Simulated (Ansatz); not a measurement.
Ansatz (an electronic-structure program) input (B3LYP-D3(BJ)/def2-TZVP):

Ansatz 0.2 input:
```yaml
crystal:
  periodic: [false, false, false]
  atoms:
    - {symbol: C, position_ang: [-0.36244185, -1.24728259, -0.94461907]}
    - {symbol: C, position_ang: [-0.36901182, -0.15469117, 0.07324632]}
    - {symbol: C, position_ang: [-1.05163425, 1.10711289, -0.46495155]}
    - {symbol: C, position_ang: [-1.07680005, -0.62973278, 1.34965177]}
    - {symbol: O, position_ang: [0.97283835, 0.12716190, 0.51868353]}
    - {symbol: C, position_ang: [1.86994975, 0.61044752, -0.46081852]}
    - {symbol: H, position_ang: [0.29291996, -2.09647195, -0.80411154]}
    - {symbol: H, position_ang: [-1.09327089, -1.28021455, -1.74056505]}
    - {symbol: H, position_ang: [-0.59263301, 1.45087392, -1.39196840]}
    - {symbol: H, position_ang: [-2.10350774, 0.90361820, -0.67064554]}
    - {symbol: H, position_ang: [-0.99146792, 1.90722340, 0.27371798]}
    - {symbol: H, position_ang: [-2.11502386, -0.88854871, 1.14128120]}
    - {symbol: H, position_ang: [-1.05072343, 0.16368674, 2.09903227]}
    - {symbol: H, position_ang: [-0.56851957, -1.50504893, 1.75309065]}
    - {symbol: H, position_ang: [1.88774491, -0.02848150, -1.35059552]}
    - {symbol: H, position_ang: [1.63267077, 1.63424034, -0.76976109]}
    - {symbol: H, position_ang: [2.85873308, 0.60670481, -0.00399686]}
basis:
  gaussian:
    orbitals: def2-TZVP
hamiltonian:
  xc: b3lyp
  dispersion: d3bj
magnetization: {spin_polarized: true, initial_magnetization: 1}
phonons: {temperatures: {t_min: 298.15, t_max: 298.15, t_step: 100}}
```

Output:

```
Functional definition: B3LYP
integrals: 0.20 GiB planned
1535 factors; their error is unknown
0.36 GiB of the device are held for the grids
1.51 GiB of device memory are held for the factors and their scratch space
mean field: 1.83 GiB planned
mean field evaluation 1: about -7399.0021 eV, gradient 5.5e1 eV
mean field evaluation 2: about -7390.8671 eV, gradient 6.7e1 eV
mean field evaluation 4: about -7412.7024 eV, gradient 4.5e0 eV
mean field evaluation 8: about -7412.7816 eV, gradient 6.3e-2 eV
mean field evaluation 16: about -7412.7460 eV, gradient 7.6e-4 eV
mean field -7412.74600302 eV, -272.4133910711 hartree, gradient 7.6e-5 eV, S^2 0.753878; 0 other end points of the search recorded, 0 dependent functions left out
the calculation of the forces begins
reference -7412.74631165 eV, -272.4134024132 hartree; 25, 24 occupied and 227, 228 virtual orbitals, 1535 factors
these checks for a lower state are left out or cut short: stability, starts, cluster_reference, orbital_swaps, neighbouring_geometries, increment
integrals: 0.20 GiB planned
1535 factors; their error is unknown
0.36 GiB of the device are held for the grids
1.51 GiB of device memory are held for the factors and their scratch space
mean field: 1.83 GiB planned
mean field -7412.74587336 eV, -272.4133863065 hartree, gradient 1.9e-6 eV, S^2 0.753876; 0 other end points of the search recorded, 0 dependent functions left out
the calculation of the forces begins
reference -7412.74618202 eV, -272.4133976493 hartree; 25, 24 occupied and 227, 228 virtual orbitals, 1535 factors
these checks for a lower state are left out or cut short: stability, starts, cluster_reference, orbital_swaps, neighbouring_geometries, increment
integrals: 0.20 GiB planned
1535 factors; their error is unknown
0.36 GiB of the device are held for the grids
1.51 GiB of device memory are held for the factors and their scratch space
mean field: 1.83 GiB planned
mean field evaluation 32: about -7412.7459 eV, gradient 1.9e-6 eV
mean field -7412.74589512 eV, -272.4133871059 hartree, gradient 1.9e-6 eV, S^2 0.753879; 0 other end points of the search recorded, 0 dependent functions left out
the calculation of the forces begins
reference -7412.74620373 eV, -272.4133984472 hartree; 25, 24 occupied and 227, 228 virtual orbitals, 1535 factors
these checks for a lower state are left out or cut short: stability, starts, cluster_reference, orbital_swaps, neighbouring_geometries, increment
integrals: 0.20 GiB planned
1535 factors; their error is unknown
0.36 GiB of the device are held for the grids
1.51 GiB of device memory are held for the factors and their scratch space
mean field: 1.83 GiB planned
mean field -7412.74579780 eV, -272.4133835297 hartree, gradient 1.9e-6 eV, S^2 0.753878; 0 other end points of the search recorded, 0 dependent functions left out
the calculation of the forces begins
reference -7412.74610643 eV, -272.4133948716 hartree; 25, 24 occupied and 227, 228 virtual orbitals, 1535 factors
these checks for a lower state are left out or cut short: stability, starts, cluster_reference, orbital_swaps, neighbouring_geometries, increment
integrals: 0.20 GiB planned
1535 factors; their error is unknown
0.36 GiB of the device are held for the grids
1.51 GiB of device memory are held for the factors and their scratch space
mean field: 1.83 GiB planned
mean field -7412.74593912 eV, -272.4133887229 hartree, gradient 1.9e-6 eV, S^2 0.753877; 0 other end points of the search recorded, 0 dependent functions left out
[...]
reference -7412.74625240 eV, -272.4134002357 hartree; 25, 24 occupied and 227, 228 virtual orbitals, 1535 factors
these checks for a lower state are left out or cut short: stability, starts, cluster_reference, orbital_swaps, neighbouring_geometries, increment
integrals: 0.20 GiB planned
1535 factors; their error is unknown
0.36 GiB of the device are held for the grids
1.51 GiB of device memory are held for the factors and their scratch space
mean field: 1.83 GiB planned
mean field -7412.74593981 eV, -272.4133887482 hartree, gradient 1.9e-6 eV, S^2 0.753877; 0 other end points of the search recorded, 0 dependent functions left out
the calculation of the forces begins
reference -7412.74624846 eV, -272.4134000910 hartree; 25, 24 occupied and 227, 228 virtual orbitals, 1535 factors
these checks for a lower state are left out or cut short: stability, starts, cluster_reference, orbital_swaps, neighbouring_geometries, increment
integrals: 0.20 GiB planned
1535 factors; their error is unknown
0.36 GiB of the device are held for the grids
1.51 GiB of device memory are held for the factors and their scratch space
mean field: 1.83 GiB planned
mean field evaluation 672: about -7412.7452 eV, gradient 4.8e-1 eV
mean field -7412.74589119 eV, -272.4133869614 hartree, gradient 1.9e-6 eV, S^2 0.753878; 0 other end points of the search recorded, 0 dependent functions left out
the calculation of the forces begins
reference -7412.74619980 eV, -272.4133983027 hartree; 25, 24 occupied and 227, 228 virtual orbitals, 1535 factors
these checks for a lower state are left out or cut short: stability, starts, cluster_reference, orbital_swaps, neighbouring_geometries, increment
integrals: 0.20 GiB planned
1535 factors; their error is unknown
0.36 GiB of the device are held for the grids
1.51 GiB of device memory are held for the factors and their scratch space
mean field: 1.83 GiB planned
mean field -7412.74597176 eV, -272.4133899227 hartree, gradient 1.9e-6 eV, S^2 0.753878; 0 other end points of the search recorded, 0 dependent functions left out
the calculation of the forces begins
reference -7412.74628040 eV, -272.4134012648 hartree; 25, 24 occupied and 227, 228 virtual orbitals, 1535 factors
these checks for a lower state are left out or cut short: stability, starts, cluster_reference, orbital_swaps, neighbouring_geometries, increment
integrals: 0.20 GiB planned
1535 factors; their error is unknown
0.36 GiB of the device are held for the grids
1.51 GiB of device memory are held for the factors and their scratch space
mean field: 1.83 GiB planned
mean field -7412.74599009 eV, -272.4133905963 hartree, gradient 1.9e-6 eV, S^2 0.753877; 0 other end points of the search recorded, 0 dependent functions left out
the calculation of the forces begins
reference -7412.74629873 eV, -272.4134019383 hartree; 25, 24 occupied and 227, 228 virtual orbitals, 1535 factors
these checks for a lower state are left out or cut short: stability, starts, cluster_reference, orbital_swaps, neighbouring_geometries, increment
integrals: 0.20 GiB planned
1535 factors; their error is unknown
0.36 GiB of the device are held for the grids
1.51 GiB of device memory are held for the factors and their scratch space
mean field: 1.83 GiB planned
mean field -7412.74594885 eV, -272.4133890807 hartree, gradient 1.9e-6 eV, S^2 0.753877; 0 other end points of the search recorded, 0 dependent functions left out
the calculation of the forces begins
reference -7412.74625757 eV, -272.4134004257 hartree; 25, 24 occupied and 227, 228 virtual orbitals, 1535 factors
these checks for a lower state are left out or cut short: stability, starts, cluster_reference, orbital_swaps, neighbouring_geometries, increment
integrals: 0.20 GiB planned
1535 factors; their error is unknown
0.36 GiB of the device are held for the grids
1.51 GiB of device memory are held for the factors and their scratch space
mean field: 1.83 GiB planned
mean field evaluation 704: about -7412.7459 eV, gradient 1.9e-6 eV
mean field -7412.74588158 eV, -272.4133866086 hartree, gradient 1.9e-6 eV, S^2 0.753877; 0 other end points of the search recorded, 0 dependent functions left out
the calculation of the forces begins
reference -7412.74619014 eV, -272.4133979477 hartree; 25, 24 occupied and 227, 228 virtual orbitals, 1535 factors
these checks for a lower state are left out or cut short: stability, starts, cluster_reference, orbital_swaps, neighbouring_geometries, increment
integrals: 0.20 GiB planned
1535 factors; their error is unknown
0.36 GiB of the device are held for the grids
1.51 GiB of device memory are held for the factors and their scratch space
mean field: 1.83 GiB planned
mean field -7412.74599590 eV, -272.4133908097 hartree, gradient 1.9e-6 eV, S^2 0.753877; 0 other end points of the search recorded, 0 dependent functions left out
the calculation of the forces begins
reference -7412.74630454 eV, -272.4134021518 hartree; 25, 24 occupied and 227, 228 virtual orbitals, 1535 factors
these checks for a lower state are left out or cut short: stability, starts, cluster_reference, orbital_swaps, neighbouring_geometries, increment
integrals: 0.20 GiB planned
1535 factors; their error is unknown
0.36 GiB of the device are held for the grids
1.51 GiB of device memory are held for the factors and their scratch space
mean field: 1.83 GiB planned
mean field -7412.74598059 eV, -272.4133902471 hartree, gradient 1.9e-6 eV, S^2 0.753878; 0 other end points of the search recorded, 0 dependent functions left out
the calculation of the forces begins
reference -7412.74628922 eV, -272.4134015890 hartree; 25, 24 occupied and 227, 228 virtual orbitals, 1535 factors
these checks for a lower state are left out or cut short: stability, starts, cluster_reference, orbital_swaps, neighbouring_geometries, increment
integrals: 0.20 GiB planned
1535 factors; their error is unknown
0.36 GiB of the device are held for the grids
1.51 GiB of device memory are held for the factors and their scratch space
mean field: 1.83 GiB planned
mean field -7412.74597211 eV, -272.4133899353 hartree, gradient 1.9e-6 eV, S^2 0.753877; 0 other end points of the search recorded, 0 dependent functions left out
the calculation of the forces begins
reference -7412.74628078 eV, -272.4134012787 hartree; 25, 24 occupied and 227, 228 virtual orbitals, 1535 factors
these checks for a lower state are left out or cut short: stability, starts, cluster_reference, orbital_swaps, neighbouring_geometries, increment
integrals: 0.20 GiB planned
1535 factors; their error is unknown
0.36 GiB of the device are held for the grids
1.51 GiB of device memory are held for the factors and their scratch space
mean field: 1.83 GiB planned
mean field -7412.74596800 eV, -272.4133897843 hartree, gradient 1.9e-6 eV, S^2 0.753878; 0 other end points of the search recorded, 0 dependent functions left out
the calculation of the forces begins
reference -7412.74627660 eV, -272.4134011250 hartree; 25, 24 occupied and 227, 228 virtual orbitals, 1535 factors
Total energy: -7413.35611100 eV, -272.4358121261 hartree
Atom 0 at    -0.362442    -1.247283    -0.944619 Å, force     0.001482    -0.000045    -0.000505 eV/Å
Atom 1 at    -0.369012    -0.154691     0.073246 Å, force     0.000689     0.000722     0.001248 eV/Å
Atom 2 at    -1.051634     1.107113    -0.464952 Å, force    -0.000208    -0.001290     0.000072 eV/Å
Atom 3 at    -1.076800    -0.629733     1.349652 Å, force    -0.000744    -0.000012    -0.000383 eV/Å
Atom 4 at     0.972838     0.127162     0.518684 Å, force    -0.000279    -0.000369    -0.001004 eV/Å
Atom 5 at     1.869950     0.610448    -0.460819 Å, force     0.000501    -0.000102     0.000086 eV/Å
Atom 6 at     0.292920    -2.096472    -0.804112 Å, force    -0.000611     0.000524    -0.000140 eV/Å
Atom 7 at    -1.093271    -1.280215    -1.740565 Å, force    -0.000072     0.000030     0.000493 eV/Å
Atom 8 at    -0.592633     1.450874    -1.391968 Å, force     0.000083     0.000018    -0.000032 eV/Å
Atom 9 at    -2.103508     0.903618    -0.670646 Å, force    -0.000301     0.000291    -0.000119 eV/Å
Atom 10 at    -0.991468     1.907223     0.273718 Å, force     0.000098    -0.000058    -0.000042 eV/Å
Atom 11 at    -2.115024    -0.888549     1.141281 Å, force    -0.000129     0.000023     0.000292 eV/Å
Atom 12 at    -1.050723     0.163687     2.099032 Å, force     0.000039     0.000125     0.000006 eV/Å
Atom 13 at    -0.568520    -1.505049     1.753091 Å, force     0.000100     0.000016    -0.000147 eV/Å
Atom 14 at     1.887745    -0.028481    -1.350596 Å, force    -0.000606     0.000253     0.000268 eV/Å
Atom 15 at     1.632671     1.634240    -0.769761 Å, force     0.000149    -0.000027    -0.000186 eV/Å
Atom 16 at     2.858733     0.606705    -0.003997 Å, force    -0.000190    -0.000102     0.000095 eV/Å
Dipole moment:    -0.112765     0.034612    -0.206106 e Å
Vibrations: 106.85 145.92 184.48 228.04 265.20 281.20 324.01 359.40 409.40 458.37 488.35 585.43 743.71 853.18 915.02 933.58 987.91 1026.64 1101.24 1173.19 1175.04 1198.99 1244.75 1259.92 1390.59 1406.72 1451.18 1467.88 1476.48 1483.38 1492.08 1495.25 1510.14 1514.54 2991.59 3035.68 3037.85 3044.18 3104.22 3107.44 3109.47 3114.22 3120.48 3144.01 3250.56 cm⁻¹, zero-point energy 4.041744 eV
```

It need not be the lowest isomer of its formula.
